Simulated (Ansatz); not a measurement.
System: HTe2, charge 0, multiplicity 2. It need not be the lowest isomer of its formula. 
Structure (B3LYP-D3(BJ)/def2-TZVP (Ansatz, a first-principles code) minimum search):
SMILES: [Te][TeH]
```xyz
3

Te    -0.0218     0.0409    -1.3406
Te     0.0128    -0.0100     1.3114
H      0.4669    -1.6077     1.5147
```
Charge 0, spin multiplicity 2.

Basis-set convergence of Hartree-Fock and CCSD(T) correlation energies (hartree) with Ansatz. Valence correlation only, unless marked. UHF or UKS for open shells. Spin-orbit coupling is left out. Frozen are the shells of the preceding noble gas and the d and f shells that filled before the atom's block. In def2 rows, elements after Kr have scalar-relativistic effective core potentials.

| basis | functions | E(HF) | E(corr, CCSD(T)) |
|---|---|---|---|
| def2-SVP | 57 | -534.58879 | -0.21380 |
| def2-TZVPP | 114 | -534.61229 | -0.28843 |
| def2-QZVPP | 194 | -534.61650 | -0.31778 |

Extrapolating the two largest sets (X = 3 and 4) as X^-3: E(corr) = (64·(-0.31778) - 27·(-0.28843))/37 = -0.3392 Eh, an estimate of the basis-set limit. The largest set recovers 93.7 % of it, the smallest 63.0 %.
